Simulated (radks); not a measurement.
Results of a calculation; reference values are marked as such.
Spherical quantum dot in the effective-mass picture: electrons in a hard-walled sphere of radius 5.84, with a point charge +1 (a donor) at the centre, all in effective atomic units (hartree* = m*/eps^2 hartree, bohr* = eps/m* bohr), one dielectric constant everywhere. Level of theory: non-relativistic Kohn-Sham, LDA (Slater exchange, Perdew-Wang correlation), spin-polarised, spherical densities (a radial shooting solver with Libxc functionals). Levels are named by radial order and angular momentum (1s, 1p, 1d, 2s, ...), and open shells are averaged over m.

N = 14, configuration 1s2 1p6 1d(up 5, down 0) 2s(up 1, down 0). This is the lowest configuration that the search found. Occupied and some empty levels:

level    occupation  eigenvalue (hartree*)  <r> (bohr*)
1s up             1                 2.8530        3.583
1s down           1                 2.9104        3.699
1p up             3                 2.9480        4.051
1p down           3                 3.0001        4.045
1d up             5                 3.0831        4.197
2s up             1                 3.1335        2.062
1d down           0                 3.1358        4.193
2s down           0                 3.2494        2.122
1f up             0                 3.2661        4.310
1f down           0                 3.3192        4.309
1g up             0                 3.4935        4.405
1g down           0                 3.5468        4.406
2p up             0                 3.6105        2.913
2p down           0                 3.6635        2.963

Energy (hartree*): total 20.6684, kinetic 6.0784, external -4.3753, Hartree 22.601, exchange-correlation -3.6359.

Electron density:

r (bohr*)  n(r) (e/bohr*^3)
0.307                0.1812
0.598                0.1022
0.889               0.05890
1.18                0.03526
1.47                0.02258
1.76                0.01622
2.05                0.01372
2.34                0.01373
2.63                0.01554
2.92                0.01863
3.22                0.02246
3.51                0.02633
3.80                0.02927
4.09                0.03019
4.38                0.02817
4.67                0.02296
4.96                0.01549
5.25               0.007709
5.54               0.002026
5.83              4.582e-06
